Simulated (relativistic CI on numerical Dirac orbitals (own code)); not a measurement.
Pt⁵⁺: N6,7 absorption edge

Computed with this model: Dirac-Coulomb-Breit CI, KLI orbitals optimised for each configuration, model QED, valence Slater integrals scaled by 0.9, multiplet model of core-to-valence dipole absorption; configurations [Xe] 4f14 5d5 → [Xe] 4f13 5d6; 300 K; Lorentzian 0.3 eV and Gaussian 0.3 eV FWHM. Energies are those of the free ion, without screening or charge transfer. The branching ratio is the share of the lower-energy edge in the whole absorption, uncertain by about 0.02 where the edges overlap. S is read from ⟨S²⟩ = S(S + 1).

Field parameters in Wybourne normalisation: Oh B⁴₀ = 21Dq, B⁴₄ = √(5/14) B⁴₀. The field is a parameter set, without covalency.

free ion: ground-state S = 2.36, centroid 76.58 eV. Peaks (eV, height): 75.5 (64), 76.0 (100), 78.1 (51), 79.1 (10).

Oh, 10Dq = 10000 cm⁻¹: ground-state S = 2.25, centroid 76.50 eV. Peaks (eV, height): 75.3 (100), 76.3 (69), 77.9 (59), 79.0 (16).

Strongest unbroadened transitions for free ion:

| Energy (eV) | Relative strength |
| --- | --- |
| 74.86 | 13.0 |
| 75.39 | 7.5 |
| 75.48 | 49.1 |
| 75.93 | 2.4 |
| 76.04 | 100.0 |
| 76.47 | 3.9 |
| 76.98 | 1.4 |
| 77.43 | 0.8 |
| 77.57 | 0.8 |
| 77.99 | 13.5 |
| 78.07 | 5.7 |
| 78.18 | 21.2 |
| 78.21 | 16.9 |
| 78.40 | 2.1 |
| 78.60 | 1.4 |
| 79.11 | 5.6 |
| 79.17 | 0.9 |
| 79.45 | 2.4 |
